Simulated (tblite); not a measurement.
Question: Write Cartesian coordinates for `C=CC[SiH2]CC` as optimised with GFN2-xTB.

Answer: 
```
atom  x, y, z in Å
C1     1.961   -0.492    1.426
C2     1.959   -0.194    0.139
C3     1.073   -0.821   -0.877
Si4   -0.279    0.396   -1.477
C5    -1.316    0.989    0.005
C6    -2.044   -0.144    0.723
H7     1.314   -1.254    1.832
H8     2.608    0.004    2.129
H9     2.621    0.576   -0.238
H10    1.667   -1.129   -1.739
H11    0.609   -1.717   -0.464
H12    0.356    1.553   -2.123
H13   -1.132   -0.302   -2.449
H14   -2.049    1.723   -0.333
H15   -0.672    1.503    0.721
H16   -1.334   -0.858    1.131
H17   -2.703   -0.672    0.037
H18   -2.647    0.240    1.545
```

Orientation and origin are arbitrary. Atoms count from 1 in this order. Of the pairs four or more bonds apart, H7···H11 is among the closest relative to their van der Waals radii: 2.45 Å, 102 % of the sum of Bondi's values. Si4 (SiH2 silicon) is tetrahedral (angles from 108.3° to 110.3°). The 3 C–C bonds span 1.321 Å (C1=C2, drawn double) to 1.526 Å (C5–C6, drawn single), a spread of 0.205 Å.

Bonds between heavy atoms (Å): C1=C2 1.321, C2–C3 1.487, C3–Si4 1.915, Si4–C5 1.904, C5–C6 1.526.

Computed geometry: GFN2-xTB, gas phase.

Point group: C1 (no symmetry element, even within 0.4 Å). Its GFN2-xTB frequencies are all real (lowest 33 cm⁻¹). The numbers are those of one conformer (C1–C2–C3–Si4 108°, C2–C3–Si4–C5 -58°, C3–Si4–C5–C6 -61°). 3 starts were optimised and ended at 0.00, 0.29 and 0.87 kcal/mol (GFN2-xTB); the lowest of these is shown.

Hardware: an Arm Neoverse N1 with one thread, shared host. Cost: 0.73 s wall. This is the geometry optimisation.
